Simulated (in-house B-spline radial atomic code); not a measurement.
Radial electron density of Te³⁺, [Kr] 4d10 5s2 5p1. Computed with a B-spline radial code for spherical atoms: scalar-relativistic (X2C) PW91, spin-polarised, spherical fractional occupations, Fermi nucleus of rms radius 4.7423 fm.

One-electron X2C: radii and densities carry no picture-change correction, so inner-shell <1/r> comes out high (for 1s by about 2 % at Z = 33, 5 % at 54, 10 % at 75, 30 % at 118) and <r> low.

Columns: r (bohr), 4πr²n(r) (electrons per bohr), bar.

```
0.000894     2.23 #
  0.0011    3.094 ##
 0.00136    4.307 ##
 0.00168    5.953 ###
 0.00208    8.201 ####
 0.00257    11.16 ######
 0.00317       15 ########
 0.00392    19.95 ##########
 0.00484    26.04 #############
 0.00597    33.25 #################
 0.00738    41.47 #####################
 0.00911    50.05 ##########################
  0.0112    57.98 ##############################
  0.0139     64.5 #################################
  0.0172    67.82 ###################################
  0.0212    67.35 ##################################
  0.0262    63.72 #################################
  0.0323    59.43 ##############################
  0.0399    58.28 ##############################
  0.0492    63.41 ################################
  0.0608    74.23 ######################################
  0.0751    84.53 ###########################################
  0.0927    86.06 ############################################
   0.115    76.14 #######################################
   0.141    64.22 #################################
   0.175    61.55 ###############################
   0.216    69.18 ###################################
   0.266    71.57 #####################################
   0.329    56.84 #############################
   0.406    34.67 ##################
   0.501    23.26 ############
   0.619    24.89 #############
   0.765     26.4 #############
   0.944    20.57 ###########
    1.17    11.92 ######
    1.44    6.243 ###
    1.78    3.448 ##
     2.2    1.931 #
    2.71   0.8801 
    3.35   0.2717 
    4.14  0.05329 
    5.11 0.005878 
    6.31 0.000291 
    7.79 7.339e-06
```

On this grid the curve has 4 maxima, near 0.0172, 0.0927, 0.266, 0.765 bohr.

The 5s up radial function P(r) = rR(r), positive near the nucleus:

| r (bohr) | P |
| --- | --- |
| 0.000385 | 0.01367 |
| 0.000587 | 0.01926 |
| 0.000894 | 0.02695 |
| 0.00136 | 0.03741 |
| 0.00208 | 0.05149 |
| 0.00317 | 0.0693 |
| 0.00484 | 0.09038 |
| 0.00738 | 0.1116 |
| 0.0112 | 0.1251 |
| 0.0172 | 0.1163 |
| 0.0262 | 0.06468 |
| 0.0399 | -0.04037 |
| 0.0608 | -0.1622 |
| 0.0927 | -0.1811 |
| 0.141 | 0.01752 |
| 0.216 | 0.2747 |
| 0.329 | 0.1257 |
| 0.501 | -0.3568 |
| 0.765 | -0.2826 |
| 1.17 | 0.4771 |
| 1.78 | 0.8491 |
| 2.71 | 0.4857 |
| 4.14 | 0.09523 |
| 6.31 | 0.004334 |
